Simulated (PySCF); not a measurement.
Molfile (atoms numbered from 1):
```
C4H13NSi2
     RDKit          3D

 20 19  0  0  0  0  0  0  0  0999 V2000
   -1.7497   -0.4887    1.0963 C   0  0  0  0  0  0  0  0  0  0  0  0
   -0.5199   -0.5234    0.3483 N   0  0  0  0  0  0  0  0  0  0  0  0
   -0.4096   -1.7023   -0.4777 C   0  0  0  0  0  0  0  0  0  0  0  0
    0.0437    0.6739   -0.0776 C   0  0  0  0  0  0  0  0  0  0  0  0
   -1.0318    2.2392   -0.1692 Si  0  0  0  0  0  4  0  0  0  0  0  0
    1.3453    0.7541   -0.4229 C   0  0  0  0  0  0  0  0  0  0  0  0
    2.6963   -0.5246   -0.2298 Si  0  0  0  0  0  4  0  0  0  0  0  0
   -1.7371    0.3412    1.7981 H   0  0  0  0  0  0  0  0  0  0  0  0
   -1.8319   -1.4168    1.6657 H   0  0  0  0  0  0  0  0  0  0  0  0
   -2.6405   -0.4014    0.4577 H   0  0  0  0  0  0  0  0  0  0  0  0
   -1.3528   -1.8884   -1.0115 H   0  0  0  0  0  0  0  0  0  0  0  0
   -0.1856   -2.5784    0.1357 H   0  0  0  0  0  0  0  0  0  0  0  0
    0.3824   -1.5769   -1.2091 H   0  0  0  0  0  0  0  0  0  0  0  0
   -2.3377    1.9212   -0.7579 H   0  0  0  0  0  0  0  0  0  0  0  0
   -0.3550    3.2203   -1.0158 H   0  0  0  0  0  0  0  0  0  0  0  0
   -1.2460    2.8095    1.1652 H   0  0  0  0  0  0  0  0  0  0  0  0
    1.6773    1.7213   -0.7787 H   0  0  0  0  0  0  0  0  0  0  0  0
    3.9341    0.1898    0.1010 H   0  0  0  0  0  0  0  0  0  0  0  0
    2.3811   -1.4690    0.8450 H   0  0  0  0  0  0  0  0  0  0  0  0
    2.9323   -1.2899   -1.4661 H   0  0  0  0  0  0  0  0  0  0  0  0
  1  2  1  0
  2  3  1  0
  2  4  1  0
  4  5  1  0
  4  6  2  0
  6  7  1  0
  1  8  1  0
  1  9  1  0
  1 10  1  0
  3 11  1  0
  3 12  1  0
  3 13  1  0
  5 14  1  0
  5 15  1  0
  5 16  1  0
  6 17  1  0
  7 18  1  0
  7 19  1  0
  7 20  1  0
M  END
```

- shieldings: GIAO PBE0/pcSseg-1
- GFN2-xTB geometry
- code: PySCF
- one averaged value for each set of equivalent atoms, non-relativistic, isolated molecule, one computed conformer

δ = σ(ref) − σ, references computed at the same level: 13C (σ = 186.93 ppm), 1H (σ = 31.72 ppm), 29Si (σ = 349.16 ppm) against TMS; 15N (σ = 267.73 ppm) against NH3.

```
                atoms  nucleus  count  δ (ppm)
                  Si5     29Si      1    -80.9
                C1/C3      13C      2     45.8
                  Si7     29Si      1    -88.4
                  H17       1H      1        ?
H8/H9/H10/H11/H12/H13       1H      6        ?
          H18/H19/H20       1H      3        ?
                   C6      13C      1    115.3
                   C4      13C      1    175.3
          H14/H15/H16       1H      3     4.23
                   N2      15N      1     79.6
```

Estimate the values marked ?.

Results:


- H17: 5.22 ppm, hydrogen on a β carbon of an enol-ether or enamine type C=C; olefinic region
- H18/H19/H20: 4.16 ppm, hydrogen on a silicon bonded to C
- H8/H9/H10/H11/H12/H13: 2.84 ppm, hydrogen on a methyl carbon bonded to N; its carbon carries N, which withdraws density

Shifts are as computed. Against solution values, carbons near 30 ppm lie about +3 ppm off and those near 130 ppm about +5 ppm. Of 1309 compounds with measured shifts, 239 miss one by over three times the rms of a fit or turn the order of signals round; such compounds aren't used in these exercises. Experimental scales use liquid or dissolved standards, which lie at an offset from isolated NH3 (liquid NH3: subtract about 20 ppm).
